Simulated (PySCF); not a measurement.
ClH₅SSi₂. Atoms are numbered in the order given.

```xyz
9

Si    -1.9557     0.3137    -0.3886
S     -0.3209    -0.8328    -1.2183
Si     1.2917     0.1777    -0.2591
Cl     1.0300     0.2195     1.7952
H     -2.3502    -0.2049     0.9502
H     -1.5540     1.7471    -0.2782
H     -3.0855     0.1622    -1.3468
H      1.3859     1.5942    -0.7027
H      2.5249    -0.5850    -0.5802
```
Charge 0, spin multiplicity 1.

The structure is a stationary point at PBE0-D3(BJ)/def2-SVP. This is a generated structure with no PubChem entry under its InChIKey; it may be hypothetical. One conformer was computed; it need not be the lowest.

Level of theory: PBE/def2-TZVP (PySCF).

The molecule is in vacuum.

The total energy is -1439.85513 hartree and the highest occupied level comes out as -6.59 eV. The lowest empty level is -1.21 eV. The orbital gap is 5.39 eV and the dipole moment is 0.82 D. The quadrupole, principal values (traceless, Buckingham form, about the centre of nuclear charge) is -4.39, -1.06, 5.45 D·Å. The mean static polarisability comes out as 85.1 bohr³ (12.61 Å³) and the polarisability, principal values is 69.7, 84.7, 100.8 bohr³.
